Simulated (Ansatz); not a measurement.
Li₁₂, relaxed as a singlet with RKS PBE0/def2-SVP in Ansatz, starting from the GFN1-xTB geometry. Force threshold 0.02 eV/Å.

The restricted singlet is unstable towards broken spin symmetry at other levels; at PBE0/def2-SVP this wasn't settled. Another isomer (singlet) lies 0.53 eV lower at PBE0/def2-TZVP; other spin states weren't run for this one.

Start:

Cartesian coordinates in Å:
```
Li -1.4872 1.5704 -0.0842
Li -2.3970 2.5424 2.1212
Li -0.0282 3.3043 1.3129
Li 2.9198 -0.1300 -1.4793
Li 2.2732 -2.5249 -2.3354
Li -0.0583 -3.2045 -1.4226
Li -1.2961 -1.3921 0.0731
Li 0.4354 -0.6947 -2.0817
Li 1.5616 -1.7690 0.0420
Li -0.3999 0.8914 2.2133
Li -2.8360 0.0455 1.6097
Li 1.3128 1.3613 0.0309
```

```tsv
step	energy (eV)	largest force component (eV/Å)	SCF passes
1	-2445.6422	1.087	37
2	-2446.8046	0.564	38
3	-2447.1726	0.293	40
4	-2447.2967	0.104	39
5	-2447.3172	0.067	41
6	-2447.3255	0.013	39
```

Force components are those of the run's own axes.

End:

Cartesian coordinates in Å:
```
Li -1.6368 1.6073 -0.3024
Li -2.4734 2.6905 2.3799
Li 0.2061 3.6559 1.3910
Li 3.4862 0.0755 -1.7757
Li 2.4567 -2.6910 -2.4031
Li -0.2421 -3.6272 -1.4359
Li -1.2092 -1.2418 0.1481
Li 0.3500 -0.5488 -2.2189
Li 1.6698 -1.6405 0.2950
Li -0.3572 0.5701 2.2611
Li -3.5001 -0.0717 1.7390
Li 1.2500 1.2218 -0.0779
```

Bonds lost: Li1–Li3, Li1–Li11, Li3–Li10, Li4–Li8, Li4–Li9, Li6–Li8, Li6–Li9, Li10–Li11 (atoms count from 1). Bonds formed: Li7–Li10 (atoms count from 1).

No frequencies were taken in this run, so the end may be a saddle point.

Run time 20 s (4 threads of Arm Neoverse V2 on a shared host).
